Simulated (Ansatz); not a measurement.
Gas-phase reaction in SMILES: COBOC [dimethoxyborane] -> [CH2]OBOC + H atom (the C-H bond at the site shown breaks; other sites are not compared here)
Each molecule is optimised on its own at B3LYP-D3(BJ)/def2-TZVP (Ansatz, a first-principles code), one conformer each, not searched for the lowest. Frequencies are from Ansatz.

Quantity: bond dissociation energy (0 K, with B3LYP-D3(BJ) harmonic zero-point energies), in kJ/mol. Valence correlation only, unless marked. UHF or UKS for open shells. Spin-orbit coupling is left out. Non-relativistic. CBS marks a two-point X^-3 extrapolation of the correlation energy; Hartree-Fock from the larger set. [CCSD(T)-MP2]/basis is that difference in the basis named.

```csv
level,program,bond dissociation energy (kJ/mol)
HF/cc-pVTZ,Ansatz,300.1
PBE/def2-TZVPD,Ansatz,378.6
PBE-D3(BJ)/def2-TZVPD,Ansatz + dftd3,380.1
PBE-D4/def2-TZVPD,Ansatz + dftd4,379.9
B3LYP/def2-TZVPD,Ansatz,387.6
CAM-B3LYP/def2-TZVPD,Ansatz,390.2
B2GP-PLYP-D4/def2-TZVPD,Ansatz + dftd4,390.7
B2GP-PLYP/def2-TZVPD,Ansatz,390.2
CCSD(T)/6-31G*,Ansatz,372.8
"RI-MP2/CBS(cc-pVTZ,cc-pVQZ)+[CCSD(T)-MP2]/cc-pVTZ",Ansatz,405.1
```
